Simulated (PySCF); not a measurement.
# Magnetisability: `CO[C@H]1C[C@@H](O)C1`, C₅H₁₀O₂

Molfile (atoms numbered from 1):
```
C5H10O2
     RDKit          3D

 17 17  0  0  0  0  0  0  0  0999 V2000
   -2.4951    0.4459    0.2789 C   0  0  0  0  0  0  0  0  0  0  0  0
   -1.2381    0.8853   -0.1707 O   0  0  0  0  0  0  0  0  0  0  0  0
   -0.3084   -0.1515   -0.3394 C   0  0  1  0  0  0  0  0  0  0  0  0
    1.0568    0.3458   -0.8368 C   0  0  0  0  0  0  0  0  0  0  0  0
    1.7439   -0.4563    0.2889 C   0  0  1  0  0  0  0  0  0  0  0  0
    2.7181    0.1872    1.0503 O   0  0  0  0  0  0  0  0  0  0  0  0
    0.3649   -0.7054    0.9381 C   0  0  0  0  0  0  0  0  0  0  0  0
   -2.9430   -0.2607   -0.4308 H   0  0  0  0  0  0  0  0  0  0  0  0
   -2.4250   -0.0382    1.2596 H   0  0  0  0  0  0  0  0  0  0  0  0
   -3.1235    1.3307    0.3566 H   0  0  0  0  0  0  0  0  0  0  0  0
   -0.7358   -0.9474   -0.9658 H   0  0  0  0  0  0  0  0  0  0  0  0
    1.3267    0.0916   -1.8578 H   0  0  0  0  0  0  0  0  0  0  0  0
    1.1491    1.4208   -0.6946 H   0  0  0  0  0  0  0  0  0  0  0  0
    2.2137   -1.3738   -0.0692 H   0  0  0  0  0  0  0  0  0  0  0  0
    2.3585    1.0233    1.3705 H   0  0  0  0  0  0  0  0  0  0  0  0
    0.1336   -1.7318    1.2112 H   0  0  0  0  0  0  0  0  0  0  0  0
    0.1966   -0.0534    1.7942 H   0  0  0  0  0  0  0  0  0  0  0  0
  1  2  1  0
  2  3  1  0
  3  4  1  0
  4  5  1  0
  5  6  1  0
  5  7  1  0
  7  3  1  0
  1  8  1  0
  1  9  1  0
  1 10  1  0
  3 11  1  6
  4 12  1  0
  4 13  1  0
  5 14  1  6
  6 15  1  0
  7 16  1  0
  7 17  1  0
M  END
```

The calculation used GIAO PBE0/pcSseg-1 magnetisability, rotational g tensor and spin-rotation constants, non-relativistic, gas phase (PySCF). Geometry: GFN2-xTB.

Q: How diamagnetic is it, and how anisotropic?

A: Isotropic -1111 × 10⁻³⁰ J/T², or -66.9 × 10⁻⁶ cm³/mol; principal values -1226, -1102, -1005 × 10⁻³⁰ J/T², anisotropy 192 × 10⁻³⁰ J/T² (root of half the summed squared differences of the principal values). The susceptibility is in cgs units.

Q: Split it along the inertial axes a, b, c into diamagnetic and paramagnetic parts about the centre of mass, with the quadrupole moment.

A: 
```csv
axis,χ (10⁻⁶ cm³/mol),diamagnetic (10⁻⁶ cm³/mol),paramagnetic (10⁻⁶ cm³/mol),summed x² of all electrons (Å²),quadrupole Θ (D Å)
a,-73.1,-288.0,214.9,185.1,-6.10
b,-66.5,-901.6,835.1,40.5,-0.18
c,-61.1,-957.1,896.0,27.4,+6.28
```
Anisotropies 2χaa − χbb − χcc = -18.7 and 2χbb − χaa − χcc = +1.3 × 10⁻⁶ cm³/mol. Θ is traceless in Buckingham's convention.

Q: And the rotational g tensor?

A: 
| axis | rotational constant (GHz) | g | nuclear part | electronic part |
| --- | --- | --- | --- | --- |
| a | 6.6563 | -0.0042 | 0.6679 | -0.6720 |
| b | 1.4919 | -0.0080 | 0.5773 | -0.5853 |
| c | 1.4035 | -0.0136 | 0.5772 | -0.5908 |

Asymmetric top; isotopes 12C, 1H, 16O; no vibrational averaging.
